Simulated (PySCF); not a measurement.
C3H7FOSi, SMILES F[Si@@H](C(=O)C)C.

Geometry: B3LYP-D3(BJ)/def2-SVP. The structure was generated by enumeration; whether it is a known compound was not checked. One conformer was computed; it need not be the lowest.

All values below come from HF/def2-TZVP run with PySCF.

**Question.** Estimate the frontier levels, gap, dipole moment and polarisability. (An estimate is asked for; the answer gives what the named calculation found.)

**Answer.** 
| Item | Result |
|---|---|
| highest occupied level | -10.66 eV |
| lowest empty level | 2.70 eV |
| orbital gap | 13.36 eV |
| dipole moment | 1.26 D |
| quadrupole, principal values (traceless, Buckingham form, about the centre of nuclear charge) | -14.91, 4.36, 10.55 D·Å |
| mean static polarisability | 57.7 bohr³ (8.55 Å³) |
| polarisability, principal values | 51.4, 57.9, 63.8 bohr³ |
